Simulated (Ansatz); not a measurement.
Input for Ansatz (development build ahead of 0.2.0):

```yaml
crystal:
  periodic: [false, false, false]
  atoms:
    - { symbol: C, position_ang: [1.5756, 0.0, 0.78] }
    - { symbol: C, position_ang: [0.7878, 1.351, 0.78] }
    - { symbol: C, position_ang: [-0.7878, 1.351, 0.78] }
    - { symbol: C, position_ang: [-1.5756, 0.0, 0.78] }
    - { symbol: C, position_ang: [-0.7878, -1.351, 0.78] }
    - { symbol: C, position_ang: [0.7878, -1.351, 0.78] }
    - { symbol: C, position_ang: [1.5756, 0.0, -0.78] }
    - { symbol: C, position_ang: [0.7878, 1.351, -0.78] }
    - { symbol: C, position_ang: [-0.7878, 1.351, -0.78] }
    - { symbol: C, position_ang: [-1.5756, 0.0, -0.78] }
    - { symbol: C, position_ang: [-0.7878, -1.351, -0.78] }
    - { symbol: C, position_ang: [0.7878, -1.351, -0.78] }
    - { symbol: H, position_ang: [2.4745, 0.0, 1.4] }
    - { symbol: H, position_ang: [1.23725, 2.12176, 1.4] }
    - { symbol: H, position_ang: [-1.23725, 2.12176, 1.4] }
    - { symbol: H, position_ang: [-2.4745, 0.0, 1.4] }
    - { symbol: H, position_ang: [-1.23725, -2.12176, 1.4] }
    - { symbol: H, position_ang: [1.23725, -2.12176, 1.4] }
    - { symbol: H, position_ang: [2.4745, 0.0, -1.4] }
    - { symbol: H, position_ang: [1.23725, 2.12176, -1.4] }
    - { symbol: H, position_ang: [-1.23725, 2.12176, -1.4] }
    - { symbol: H, position_ang: [-2.4745, 0.0, -1.4] }
    - { symbol: H, position_ang: [-1.23725, -2.12176, -1.4] }
    - { symbol: H, position_ang: [1.23725, -2.12176, -1.4] }
basis:
  gaussian: { orbitals: "6-31G" }
hamiltonian:
  xc: hf
```

The input is written out in the form of the current development build from the run's settings.

Output:

```json
{
 "Converged": "yes",
 "Total energy": "-460.98675 hartree",
 "Spin squared of the determinant": "0.000"
}
```
